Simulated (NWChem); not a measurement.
System meant: BN2H5; SMILES NBN

NWChem input:

```
start job
memory heap 200 mb stack 900 mb global 1100 mb
geometry units angstroms noautosym nocenter noautoz
  B      0.000000     0.000000    -0.481123
  H      0.000000     0.000000    -1.694724
  N     -1.243095     0.000000     0.188027
  H     -2.117778     0.000000    -0.313887
  H     -1.352224     0.000000     1.192929
  N      1.243095     0.000000     0.188027
  H      1.352224     0.000000     1.192929
  H      2.117778     0.000000    -0.313887
end
basis spherical
  * library 6-31g*
end
dft
  xc m06-l
  iterations 150
end
property
  shielding 5 1 2 3 4 5
end
task dft property
```

End of the output:

```
 Vector   15  Occ=0.000000D+00  E= 1.192154D-01
              MO Center= -1.9D-07,  4.7D-12,  4.5D-01, r^2= 5.7D+00
   Bfn.  Coefficient  Atom+Function         Bfn.  Coefficient  Atom+Function
  ----- ------------  ---------------      ----- ------------  ---------------
    22      1.230808  3 N  s                 40     -1.230808  6 N  s
    34     -0.831449  5 H  s                 50      0.831449  7 H  s
    32     -0.626072  4 H  s                 52      0.626072  8 H  s
     7      0.446786  1 B  px                23     -0.201042  3 N  px
    41     -0.201042  6 N  px                 3      0.161441  1 B  px

 center of mass
 --------------
 x =   0.00000000 y =   0.00000000 z =   0.00141271

 moments of inertia (a.u.)
 ------------------
          33.925548417753           0.000000000000          -0.000000000000
           0.000000000000         233.916813132371           0.000000000000
          -0.000000000000           0.000000000000         199.991264714618

     Multipole analysis of the density
     ---------------------------------

     L   x y z        total         alpha         beta         nuclear
     -   - - -        -----         -----         ----         -------
     0   0 0 0     -0.000000    -12.000000    -12.000000     24.000000

     1   1 0 0     -0.000000     -0.000000     -0.000000      0.000000
     1   0 1 0     -0.000000     -0.000000     -0.000000      0.000000
     1   0 0 1      0.641267      0.046507      0.046507      0.548253

     2   2 0 0     -9.298706    -65.823433    -65.823433    122.348161
     2   1 1 0     -0.000000     -0.000000     -0.000000      0.000000
     2   1 0 1     -0.000000     -0.000000     -0.000000     -0.000000
     2   0 2 0    -16.009281     -8.004641     -8.004641      0.000000
     2   0 1 1     -0.000000     -0.000000     -0.000000      0.000000
     2   0 0 2    -12.840632    -19.932605    -19.932605     27.024578

          -----------------------------------------
          Chemical Shielding Tensors (GIAO, in ppm)
          -----------------------------------------

 ------------------------------------------------------------------------
  xm06: d2 not coded                    0
 ------------------------------------------------------------------------
 ------------------------------------------------------------------------
  current input line :
    23: task dft property
 ------------------------------------------------------------------------
 ------------------------------------------------------------------------
 This error has not yet been assigned to a category
 ------------------------------------------------------------------------
 For more information see the NWChem manual at https://nwchemgit.github.io

0: xm06: d2 not coded:Received an Error in Communication
```

Q: What is wrong, and how is it mended?

A: The run crashed. Cause: this functional's second derivatives, which shieldings need, aren't coded here; the fix takes a hybrid GGA instead. This input runs:
```
start job
memory heap 200 mb stack 900 mb global 1100 mb
geometry units angstroms noautosym nocenter noautoz
  B      0.000000     0.000000    -0.481123
  H      0.000000     0.000000    -1.694724
  N     -1.243095     0.000000     0.188027
  H     -2.117778     0.000000    -0.313887
  H     -1.352224     0.000000     1.192929
  N      1.243095     0.000000     0.188027
  H      1.352224     0.000000     1.192929
  H      2.117778     0.000000    -0.313887
end
basis spherical
  * library 6-31g*
end
dft
  xc pbe0
  iterations 150
end
property
  shielding 5 1 2 3 4 5
end
task dft property
```
It converges to -137.26249 Ha (PBE0/6-31G* (spherical d), GIAO).
